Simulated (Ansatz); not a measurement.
Basis-set extrapolation for BH6NOSi (PBE0-D4/def2-TZVP geometry, frozen core, Ansatz). Multiplicity 1, RHF reference.

```json
{"": "HF", "def2-TZVPP": "-446.537809", "def2-QZVPP": "-446.554612"}
{"": "MP2 correlation", "def2-TZVPP": "-0.698943", "def2-QZVPP": "-0.750085"}
{"": "CCSD(T) correlation", "def2-TZVPP": "-0.761302", "def2-QZVPP": "not run"}
```

Energies in hartree. Use E(X) = E(∞) + A·exp(−7.88·√X) for Hartree–Fock and E(X) = E(∞) + B·X^(−2.97) for correlation, with X = 3 and 4, and add CCSD(T) minus MP2 of the smaller set to the MP2 limit.

What is the CCSD(T) energy at the basis-set limit?

HF limit: -446.554612 + (-0.016803) × 0.13774 = -446.55693. MP2 limit: -0.750085 + (-0.051142) × 0.74074 = -0.78797. Higher-order term: -0.761302 − (-0.698943) = -0.06236. Total: -447.40726 hartree, 283.9 kJ/mol below CCSD(T)/def2-TZVPP.
